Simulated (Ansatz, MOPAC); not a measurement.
System: C₄H₁₀N, charge 0, multiplicity 2. SMILES: CC(C)[CH]N

Atoms: C1, C2, C3, C4, N5, H6, H7, H8, H9, H10, H11, H12, H13, H14, H15. Bonds: C1-C2, C1-H6, C1-H7, C1-H8, C2-C3, C2-C4, C2-H9, C3-H10, C3-H11, C3-H12, C4-N5, C4-H13, N5-H14, N5-H15.

Bond lengths (Å) and angles (degrees) optimised at PM3 with MOPAC; PM7 with MOPAC; MNDO with MOPAC; HF/6-31G* with Ansatz (a quantum-chemistry and plane-wave program), each started from the B3LYP-D3(BJ)/def2-TZVP structure (Ansatz) of the last column. A row stands for all coordinates that are equal there; 11 of 33 kinds are shown. 6-31G* holds six Cartesian d functions. No wavenumbers were computed at MNDO, so these may be saddle points.

| coordinate | PM3 | PM7 | MNDO | HF/6-31G* | B3LYP-D3(BJ)/def2-TZVP |
|---|---|---|---|---|---|
| C1-C2 | 1.522 | 1.537 | 1.544 | 1.537 | 1.542 |
| C1-H6 | 1.097 | 1.096 | 1.109 | 1.084 | 1.090 |
| C1-H7 | 1.098 | 1.095 | 1.109 | 1.087 | 1.093 |
| C2-C3 | 1.523 | 1.538 | 1.544 | 1.531 | 1.529 |
| C2-C4 | 1.489 | 1.487 | 1.504 | 1.507 | 1.494 |
| C2-H9 | 1.119 | 1.119 | 1.121 | 1.091 | 1.100 |
| C3-H10 | 1.097 | 1.095 | 1.109 | 1.085 | 1.091 |
| C3-H11 | 1.098 | 1.094 | 1.109 | 1.086 | 1.092 |
| C1-C2-C3 | 110.5 | 110.2 | 112.8 | 111.1 | 110.7 |
| C1-C2-C4 | 109.8 | 109.8 | 111.1 | 111.9 | 112.3 |
| C3-C2-C4 | 109.2 | 109.4 | 110.7 | 110.5 | 110.8 |

Mean signed difference of all 14 bond lengths from B3LYP-D3(BJ)/def2-TZVP: PM3 0.000 Å, PM7 -0.003 Å, MNDO 0.011 Å, HF/6-31G* -0.004 Å.
